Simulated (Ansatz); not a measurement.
Program: Ansatz. Geometries: PBE0-D4/def2-TZVP. ΔE: electronic, gas phase. CCSD(T)/CBS adds triple-zeta CCSD(T) − MP2 to the extrapolated MP2 energy (def2 sets, frozen cores). This one scheme is used for every species. DFT in def2-TZVPP. Elements past krypton have def2 core potentials. For Te outer-core shells are correlated without core-valence functions, which leaves a few kJ/mol of doubt a bond. One conformer a species, not always the lowest.

Consider the cleavage of the Al–Si bond: `[CH3][AlH][SiH2]F` + H₂Te → `[CH3][AlH][TeH]` + `F[SiH3]`.

`[CH3][AlH][SiH2]F`:

Cartesian coordinates in Å:
```
C 1.659 0.114 0.974
Al -0.280 0.265 0.826
Si -1.421 -0.231 -1.309
F -0.353 -0.654 -2.447
H 2.153 0.738 0.221
H 1.977 -0.914 0.770
H 2.039 0.398 1.957
H -1.189 0.704 2.058
H -2.400 -1.354 -1.202
H -2.185 0.933 -1.849
```

H₂Te:

Z-matrix (Å, degrees):
```
Te
H 1 1.656
H 1 1.656 2 90.4
```

`[CH3][AlH][TeH]`:

Z-matrix (Å, degrees):
```
C
Al 1 1.947
H 1 1.092 2 113.0
H 1 1.095 2 110.5 3 121.1
H 1 1.095 2 110.4 3 -121.1
Te 2 2.533 1 118.5 3 -0.3
H 2 1.584 1 123.8 3 179.7
H 6 1.657 2 91.2 1 179.9
```

`F[SiH3]`:

```xyz
5

F     0.479    1.053   -1.046
Si   -0.012   -0.027    0.027
H    -1.488    0.055    0.129
H     0.619    0.289    1.330
H     0.403   -1.370   -0.441
```

CCSD(T)/CBS gives -140.2 kJ/mol.

Task: Another level gave -138.8 kJ/mol. Which?
A. revPBE-D4/def2-TZVPP
B. r2SCAN0/def2-TZVPP
C. r2SCAN-D4/def2-TZVPP
D. PBE0/def2-TZVPP

Result: B. r2SCAN0 -138.8, PBE0 -128.5, revPBE-D4 -121.4, r2SCAN-D4 -134.8 kJ/mol.

Largest T1 diagnostic among the species: 0.011.

Leaving LDA and LC-ωPBE aside and taking each functional with its dispersion term where it has one, the values, not all of them listed here, spread over 19.5 kJ/mol, from PBE-QIDH to revPBE-D4. From PBE to PBE0 (25 % exact exchange), in def2-TZVPP and without D4, ΔE moves by −7.0 kJ/mol.
